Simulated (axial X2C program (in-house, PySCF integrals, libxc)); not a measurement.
**MgW along the bond: PBE0, with spin–orbit coupling**

All values were computed with an axial X2C code built on PySCF integrals. Two-component (2c) means X2C with spin–orbit coupling and atomic mean-field two-electron Coulomb and Gaunt terms. Basis: W dyall-cv3z [13s14p9d7f4g], Mg dyall-cv3z [9s8p6d3f] (cores contracted in-house); Gaussian nuclei, density fitting, unrestricted open shells. Masses: W 183.951 u, Mg 23.985 u.

State: Ω = 3 (⟨Sz⟩ = 2.97, ⟨Lz⟩ = 0.03 at PBE0). Dipoles are positive if Mg is the positive end.

Results along the bond:

| R (Å) | μ (D) | HOMO (eV) | LUMO (eV) |
| --- | --- | --- | --- |
| 2.453 | -0.001 | -4.53 | -1.92 |
| 2.566 | 0.083 | -4.58 | -1.96 |
| 2.651 | 0.155 | -4.61 | -1.99 |
| 2.735 | 0.230 | -4.64 | -2.02 |
| 2.820 | 0.304 | -4.67 | -2.05 |
| 2.919 | 0.387 | -4.70 | -2.08 |
| 3.017 | 0.460 | -4.73 | -2.12 |
| 3.144 | 0.537 | -4.76 | -2.15 |
| 3.299 | 0.596 | -4.80 | -2.18 |

One determinant describes the state; a PBE0 search over occupations chose it and may have missed a lower one. Density functionals use the spin component along the axis (collinear). PBE0 can misorder states that lie within some tenths of an eV, so this need not be the ground state of the molecule. The nearest other 2c determinant of the search, Ω = 2, lies 0.51 eV up at the distance of the search. With several unpaired electrons one determinant need not be a pure state. Open-shell Ω = 0 determinants with evenly filled partner blocks cannot be reached by this program, so the Ω shown need not be the lowest component.
